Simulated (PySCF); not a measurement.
Compound: C9H9FOS.
Atom-mapped SMILES: `[CH3:1][c:2]1[cH:3][cH:4][c:5]2[c:6]([c:7]1[F:8])[CH2:9][CH2:10][S@@:11]2=[O:12]` (hydrogens: H13, H14, H15 on C1; H16 on C3; H17 on C4; H18, H19 on C9; H20, H21 on C10)

Method: PBE0-D3(BJ)/def2-SVP geometry optimisation, gas phase in PySCF 2.14.0.

Task: List the bond lengths, angles and torsions at this level.

Result: 
| bond | length (pm) | order |
| --- | --- | --- |
| C1–C2 | 149.7 | single |
| C2–C3 | 140.1 | aromatic |
| C3–C4 | 139.4 | aromatic |
| C4–C5 | 138.6 | aromatic |
| C5–C6 | 139.3 | aromatic |
| C6–C7 | 138.7 | aromatic |
| C7–F8 | 133.7 | single |
| C6–C9 | 150.3 | single |
| C9–C10 | 152.6 | single |
| C10–S11 | 185.0 | single |
| S11=O12 | 149.9 | double |
| C2–C7 | 139.9 | aromatic |
| C5–S11 | 180.4 | single |
| C1–H13, C1–H14, C1–H15 | 110.0 | single |
| C3–H16 | 109.3 | single |
| C4–H17 | 109.2 | single |
| C9–H18 | 110.1 | single |
| C9–H19 | 110.4 | single |
| C10–H20 | 109.8 | single |
| C10–H21 | 110.2 | single |

Bonds in one row agree within 1 pm and their mean is given. Orders are formal, as drawn. A selection of angles:
| angle | degrees |
| --- | --- |
| C2–C1–H13 | 111.2 |
| H13–C1–H14 | 108.3 |
| C1–C2–C3 | 122.6 |
| C1–C2–C7 | 119.7 |
| C3–C2–C7 | 117.7 |
| C2–C3–C4 | 121.8 |
| C2–C3–H16 | 118.5 |
| C4–C3–H16 | 119.7 |
| C3–C4–C5 | 118.0 |
| C3–C4–H17 | 121.5 |
| C5–C4–H17 | 120.6 |
| C4–C5–C6 | 122.6 |
| C4–C5–S11 | 124.5 |
| C6–C5–S11 | 113.0 |
| C5–C6–C7 | 117.7 |
| C5–C6–C9 | 114.6 |
| C7–C6–C9 | 127.7 |
| C6–C7–F8 | 119.1 |
| C2–C7–C6 | 122.3 |
| C2–C7–F8 | 118.6 |
| C6–C9–C10 | 105.3 |
| C6–C9–H18 | 111.9 |
| C6–C9–H19 | 110.4 |
| C10–C9–H18 | 112.0 |
| C10–C9–H19 | 110.8 |
| H18–C9–H19 | 106.5 |
| C9–C10–S11 | 108.1 |
| C9–C10–H20 | 114.6 |
| C9–C10–H21 | 112.6 |
| S11–C10–H20 | 108.8 |
| S11–C10–H21 | 102.3 |
| H20–C10–H21 | 109.7 |
| C10–S11–O12 | 108.9 |
| C5–S11–C10 | 88.0 |
| C5–S11–O12 | 109.4 |

Torsions: C5–C6–C9–C10 20° (synperiplanar); C6–C9–C10–S11 -33° (synclinal); C9–C10–S11–O12 140° (anticlinal); C4–C5–S11–C10 161° (antiperiplanar).

The 6-membered ring C2–C3–C4–C5–C6–C7 has internal angles of 117.7° to 122.6°; it is planar, 0.00 Å rms from its mean plane, widest ring torsion 1°. S11 (sulfinyl sulfur) is pyramidal (angles 109.4°, 108.9° and 88.0°, sum 306.3°, 0.73 Å off the plane of its three neighbours). The 9 C–C bonds span 1.386 Å (C4–C5, aromatic) to 1.526 Å (C9–C10, drawn single), a spread of 0.140 Å. Of the pairs four or more bonds apart, H14···H16 is among the closest relative to their van der Waals radii: 2.39 Å, 100 % of the sum of Bondi's values. The 5-membered ring C5–C6–C9–C10–S11 has internal angles of 88.0° to 114.6°; it is puckered, 0.16 Å rms from its mean plane, widest ring torsion 33°. The C–S distances run from 1.804 Å (C5–S11, drawn single) to 1.850 Å (C10–S11, drawn single), a spread of 0.046 Å.

Point group: C1 (no symmetry element, even within 0.4 Å). Not checked by PBE0-D3(BJ)/def2-SVP frequencies. The numbers are those of one conformer.

The run took about 15 min of CPU time (one thread, shared machine). This is the geometry optimisation.
